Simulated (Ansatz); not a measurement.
Reaction (redistribution): `COBCN` + `C[O][Al]([OH])[F]` → `NCBO` + `C[O][Al]([F])[O]C`

Program: Ansatz. Geometries: PBE0-D4/def2-TZVP. ΔE: electronic, gas phase. CCSD(T)/CBS adds triple-zeta CCSD(T) − MP2 to the extrapolated MP2 energy (def2 sets, frozen cores). This one scheme is used for every species. DFT in def2-TZVPP. Each species was taken in one conformer, which may not be the lowest.

`COBCN`:

Cartesian coordinates in Å:
```
C 0.992 -1.552 -1.633
O 0.003 -1.058 -0.755
B 0.165 0.079 -0.056
C -0.964 0.521 0.939
N -0.861 1.925 1.320
H 1.300 -2.546 -1.299
H 0.567 -1.637 -2.635
H 1.863 -0.892 -1.662
H 1.187 0.710 -0.184
H -0.924 -0.184 1.792
H -1.938 0.342 0.469
H -1.472 2.145 2.095
H 0.082 2.148 1.609
```

`C[O][Al]([OH])[F]`:

```xyz
9

C    -1.436    0.593    0.418
O    -0.761   -0.419   -0.277
Al    0.840   -0.797   -0.551
O     2.070    0.160    0.088
F     1.188   -2.122   -1.455
H    -2.067    0.152    1.195
H    -2.082    1.148   -0.269
H    -0.751    1.303    0.894
H     2.999   -0.018   -0.043
```

`NCBO`:

Z-matrix (Å, degrees):
```
C
B 1 1.581
N 1 1.470 2 109.5
H 1 1.098 2 113.0 3 -128.3
H 1 1.098 2 106.3 3 117.2
O 2 1.344 1 117.0 3 -10.3
H 2 1.199 1 124.0 3 171.3
H 3 1.012 1 110.6 2 -88.7
H 3 1.011 1 112.1 2 152.2
H 6 0.977 2 106.4 1 -0.2
```

`C[O][Al]([F])[O]C`:

Z-matrix (Å, degrees):
```
C
O 1 1.395
H 1 1.097 2 112.8
H 1 1.095 2 110.0 3 -120.6
H 1 1.095 2 110.0 3 120.6
Al 2 1.669 1 139.5 3 -0.0
O 6 1.669 2 126.0 1 0.2
F 6 1.639 2 117.0 1 -179.8
C 7 1.395 6 139.9 2 0.0
H 9 1.095 7 110.0 6 121.0
H 9 1.095 7 110.0 6 -120.3
H 9 1.097 7 112.8 6 0.3
```

```tsv
level	ΔE (eV)
r2SCAN-D4	-0.03
PBE0-D4	-0.04
HF/def2-TZVPP	0.05
HF/def2-QZVPP	0.05
MP2/def2-QZVPP	0.00
HF/CBS(def2)	0.05
MP2/CBS(def2)	0.00
CCSD/CBS(def2)	0.01
```

(1) What does CCSD(T)/CBS give? (Best estimate.)

Largest T1 diagnostic among the species: 0.012.

## Answers

(1) Ansatz gave: 0.00 eV. The listed levels differ from it by -0.03, -0.04, 0.05, 0.05, 0.00, 0.05, 0.00, 0.01 eV.

In def2-TZVPP, CCSD(T) changes the Hartree–Fock value by −0.06 eV (the triples alone add −0.01 eV) and MP2 by −0.06 eV.
